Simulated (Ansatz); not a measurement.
`C[NH][Ga]([F])[F]` → `[F][GaH][F]` + `C=N` at 600 K and 1 bar (β-hydride elimination).

Isolated molecules relaxed with PBE0-D4/def2-TZVP in Ansatz; ΔE leaves out vibrations. CBS: MP2 limit from def2 TZ/QZ plus the TZ coupled-cluster correction, frozen cores. This one scheme is used for every species. For Ga outer-core shells are correlated without core-valence functions, which leaves a few kJ/mol of doubt a bond. Scalar relativity is left out up to krypton. One conformer a species, not always the lowest.

```
            species  CCSD(T)/CBS energy (Eh)  H − E (kJ/mol)  S (J/(mol·K))
`C[NH][Ga]([F])[F]`              -2218.78622           211.5          441.9
      `[F][GaH][F]`              -2124.20216            61.3          323.0
              `C=N`                -94.52360           129.6          259.4
```

H − E and S are ideal-gas, rigid-rotor, harmonic terms from PBE0-D4/def2-TZVP, for one conformer and one mirror image of each species. 1 Eh = 2625.50 kJ/mol, R = 8.31446 J/(mol·K).

**Question.** By hand: ΔE, ΔH, ΔS and ΔG.

**Answer.** ΔE = (-2124.20216) + (-94.52360) − (-2218.78622) = 0.06046 Eh = 158.7 kJ/mol. Δ(H − E) = 61.3 + 129.6 − 211.5 = -20.6, so ΔH = 138.1 kJ/mol. ΔS = 323.0 + 259.4 − 441.9 = 140.5 J/(mol·K). ΔG = 138.1 − 600 × (140.5)/1000 = 53.8 kJ/mol.

**Question.** By hand: the equilibrium constant, and the temperature at which ΔG would vanish if ΔH and ΔS stayed fixed.

**Answer.** log₁₀ K = −ΔG/(RT ln 10) = -4.7. ΔG = 0 at ΔH/ΔS = 983 K.

The number of gas molecules changes by +1, which sets the sign of ΔS. A doubt of 5 kJ/mol in ΔE shifts log₁₀ K by 0.4 here. Other conformers and mirror images would add mixing entropy, several J/(mol·K) or more a flexible species. These are equilibria of isolated gas molecules and say nothing of rates. Largest T1 diagnostic: 0.015 (customary marks: 0.02 for closed shells, 0.045 for open ones).
